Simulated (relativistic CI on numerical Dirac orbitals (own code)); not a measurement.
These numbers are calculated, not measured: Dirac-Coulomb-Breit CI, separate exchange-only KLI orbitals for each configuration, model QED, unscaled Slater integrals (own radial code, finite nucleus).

Configuration list (outside the closed core 1s2): 2s, 2p, 3s, 3p, 3d, 4s, 4p, 4d, 4f, 5s, 5p, 5d, 5f, 5g, 6s, 6p, 6d. Levels of other configurations are missing.

At this charge energies of transitions that change n are usually good to better than 1 %, and those within a shell (Δn = 0) to a few per cent.

Outline of the computed level scheme of Re LXXIII. Lowest level of each configuration: 2s 2S_1/2 at 0.0 eV; 2p 2P°_1/2 at 198.7 eV; 3s 2S_1/2 at 11498.8 eV; 3p 2P°_1/2 at 11552.3 eV; 3d 2D_3/2 at 12041.2 eV; 4s 2S_1/2 at 15433.2 eV; 4p 2P°_1/2 at 15454.8 eV; 4d 2D_3/2 at 15659.7 eV; 4f 2F°_5/2 at 15716.7 eV.

Some strong electric-dipole decays among the lowest 15 levels: 3d 2D_5/2 → 2p 2P°_3/2 (1.8e+15 s⁻¹); 3d 2D_3/2 → 2p 2P°_1/2 (1.7e+15 s⁻¹); 3p 2P°_1/2 → 2s 2S_1/2 (7.9e+14 s⁻¹); 4d 2D_3/2 → 2p 2P°_1/2 (6.0e+14 s⁻¹); 4d 2D_5/2 → 2p 2P°_3/2 (5.9e+14 s⁻¹); 3p 2P°_3/2 → 2s 2S_1/2 (5.5e+14 s⁻¹); 4f 2F°_7/2 → 3d 2D_5/2 (3.9e+14 s⁻¹); 4f 2F°_5/2 → 3d 2D_3/2 (3.8e+14 s⁻¹).
